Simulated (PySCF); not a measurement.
# TDDFT excited states: GeH7NSi

GeH7NSi.
SMILES: `[SiH3][NH][GeH3]`

The calculation used TDDFT PBE0/def2-SVPD, vertical, gas phase, core orbitals frozen in the response in PySCF. Isolated species at its PBE0-D3(BJ)/def2-SVP geometry, gas phase. The PBE0/def2-SVPD calculation is non-relativistic and has no spin–orbit coupling, an omission that weighs most on germanium.

```csv
state,E (eV),E (kJ/mol),λ (nm),f,|μ| (D),"main configurations (H = HOMO, L = LUMO)"
S1,5.75,555,215.6,0.0040,0.43,H→L (99%)
S2,6.55,632,189.4,0.034,1.17,H→L+1 (96%)
S3,6.98,674,177.6,0.0024,0.30,H→L+2 (92%)
S4,7.23,698,171.4,0.011,0.64,H→L+3 (92%)
S5,7.42,716,167.2,0.014,0.71,"H→L+4 (64%), H→L+5 (29%)"
S6,7.53,726,164.7,0.0057,0.45,"H→L+5 (64%), H→L+4 (28%)"
S7,7.77,750,159.6,0.020,0.83,H→L+6 (90%)
S8,7.92,764,156.6,0.0014,0.22,H-1→L (97%)
S9,8.00,772,155.0,0.017,0.74,H→L+7 (89%)
S10,8.18,789,151.6,0.0013,0.21,H-2→L (87%)
```

Triplets (Tamm–Dancoff): T1 5.39 eV, H→L (93%); T2 6.28 eV, H→L+1 (90%); T3 6.70 eV, H→L+2 (81%), H→L+3 (14%); T4 7.04 eV, H→L+3 (72%), H→L+2 (12%).

The lowest singlet comes at 216 nm (555 kJ/mol) in the ultraviolet; it is very weak; its leading configuration is HOMO→LUMO (99%). The most intense listed level is S2 at 6.55 eV (189 nm, f = 0.034), 0.80 eV above S1. Löwdin shares by element: HOMO nitrogen 55%, silicon 12%, germanium 9%, hydrogen 7% or more (atoms not listed hold the other 17%); LUMO germanium 26%, silicon 21%, nitrogen 11%, hydrogen 10% or more (atoms not listed hold the other 32%). The oscillator strengths of these states sum to 0.111; summed over the whole spectrum of an exact calculation they would give the number of electrons, 60 (Thomas–Reiche–Kuhn). The listed states span 2.43 eV, and the widest gap between neighbours is 0.80 eV (S1 to S2). Of the 10 states listed, 5 reach f = 0.01 and none stays under 0.0005. The vertical ionisation energy (ΔSCF) is 9.20 eV, 1.02 eV above S10. Only the lowest 10 singlets were computed, as vertical energies without vibronic structure.
